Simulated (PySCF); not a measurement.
Match the calculated data to a structure.

All candidates are C3H10OSSi3.

| technique | computed result |
| --- | --- |
| NMR, other nuclei | isotropic shieldings of nuclei other than C and H, by class: 319 (1 O), 372 (1 Si), 386 (1 Si), 390 (1 Si), 768 (1 S) ppm [GIAO PBE0/pcSseg-1] |
| Rotational structure | rotational constants A, B, C: 4.750, 0.312, 0.296 GHz [GFN2-xTB] |
| 1H NMR | chemical shifts (computed TMS as zero) by class: 5.60 (2 H), 5.20 (3 H), 4.74 (2 H), 2.16 (2 H), 1.31 (1 H) ppm [GIAO PBE0/pcSseg-1] |
| Dipole | 0.39 D [PBE0/pcSseg-1] |
| 13C NMR | chemical shifts (computed TMS as zero) by class: 82.9 (1 C), 74.4 (1 C), 4.1 (1 C) ppm [GIAO PBE0/pcSseg-1] |

Gas-phase values; electronic properties from PySCF, density fitting. Levels stand in brackets. Isolated species at its GFN2-xTB geometry (one conformer only). NMR values are class means; diastereotopic atoms form classes of their own.

Task: Which candidate is it?
A. `CC(=O)[SiH2][C@H]1[SiH2][SiH2]S1`
B. `C#CC[SiH2]S[SiH2]O[SiH3]`
C. `C#CC[SiH2]O[SiH2]S[SiH3]`

Result: B. It is `C#CC[SiH2]S[SiH2]O[SiH3]`. Numbering: `[CH:1]#[C:2][CH2:3][SiH2:4][S:5][SiH2:6][O:7][SiH3:8]`. Its formula, C3H10OSSi3, gives 2 degrees of unsaturation: 0 rings and 2 π bonds in the structure found. 3 carbons fall into 3 classes; from least to most shielded: alkyne carbon [C2] (82.9 ppm), terminal alkyne carbon [C1] (74.4 ppm), sp3 carbon bound to silicon [C3] (4.1 ppm). Hydrogen classes from least to most shielded: 2 H on an oxygen-bound silicon, Si6 (5.60 ppm), 3 H on an oxygen-bound silicon, Si8 (5.20 ppm), 2 H on an SiH2 silicon, Si4 (4.74 ppm), 2 H on an sp3 carbon bound to silicon, C3 (2.16 ppm), 1 H on a terminal alkyne carbon, C1 (1.31 ppm). The other shieldings belong to: 319 ppm, siloxane oxygen [O7]; 372 ppm, oxygen-bound silicon [Si6]; 386 ppm, SiH2 silicon [Si4]; 390 ppm, oxygen-bound silicon [Si8]; 768 ppm, sulfur bonded to 2 Si [S5]. The optimised geometry has point group Cs and is an asymmetric top.

The others, at the same levels:
- `C#CC[SiH2]O[SiH2]S[SiH3]` fails: its computed 1H shifts are 5.65 (2 H), 5.19 (2 H), 4.53 (3 H), 2.04 (2 H), 1.45 (1 H) ppm, rotational constant A is 1.591 GHz (against 4.750 GHz) and smallest rotational constant is 0.513 GHz (against 0.296 GHz).
- `CC(=O)[SiH2][C@H]1[SiH2][SiH2]S1` fails: its computed 13C shifts are 252.9 (1 C), 41.1 (1 C), 15.7 (1 C) ppm, 1H shifts are 5.72 (1 H), 5.70 (1 H), 5.48 (1 H), 5.03 (1 H), 4.40 (1 H), 4.39 (1 H), 2.92 (1 H), 2.46 (3 H) ppm and rotational constant A is 2.131 GHz (against 4.750 GHz).

Each candidate is one conformer, not necessarily the lowest. The conformers computed, where there is a choice (atom-mapped SMILES and torsion angles):
- `[CH:1]#[C:2][CH2:3][SiH2:4][S:5][SiH2:6][O:7][SiH3:8]`: C2–C3–Si4–S5 180°, C3–Si4–S5–Si6 180°, Si4–S5–Si6–O7 180°, S5–Si6–O7–Si8 0°
- `[CH:1]#[C:2][CH2:3][SiH2:4][O:5][SiH2:6][S:7][SiH3:8]`: C2–C3–Si4–O5 -53°, C3–Si4–O5–Si6 5°, Si4–O5–Si6–S7 -47°, O5–Si6–S7–Si8 174°
- `[CH3:1][C:2](=[O:3])[SiH2:4][C@H:5]1[SiH2:6][SiH2:7][S:8]1`: C1–C2–Si4–C5 162°, C2–Si4–C5–Si6 44°
